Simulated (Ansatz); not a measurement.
Program: Ansatz. Geometries: PBE0-D4/def2-TZVP. ΔE: electronic, gas phase. CBS: MP2 limit from def2 TZ/QZ plus the TZ coupled-cluster correction, frozen cores. This one scheme is used for every species. DFT in def2-TZVPP. B3LYP here is the variant with VWN-RPA as its local correlation; programs differ in this. Each species was taken in one conformer, which may not be the lowest.

`C=C[Si](O)(O)[SiH3]` + H–F → `O[Si](O)(F)[SiH3]` + ethylene  (ligand exchange at the Si–C bond)

CCSD(T)/CBS gives -150.7 kJ/mol.

(1) Another level gave -154.5 kJ/mol. Which?
A. PBE0-D4/def2-TZVPP
B. B2PLYP/def2-TZVPP
C. B3LYP-D4/def2-TZVPP
D. B3LYP/def2-TZVPP

Largest T1 diagnostic among the species: 0.013.

Results:

(1) C. B3LYP-D4 -154.5, PBE0-D4 -144.2, B2PLYP -161.0, B3LYP -165.9 kJ/mol.

In def2-TZVPP, CCSD(T) changes the Hartree–Fock value by +30.2 kJ/mol (the triples alone add +4.9 kJ/mol) and MP2 by +33.5 kJ/mol. The D4 term adds +11.4 kJ/mol with B3LYP and +6.7 kJ/mol with PBE0; it sums over pairs of atoms, weighted by their polarisabilities, and B3LYP, whose exchange is more repulsive, gets the larger term.
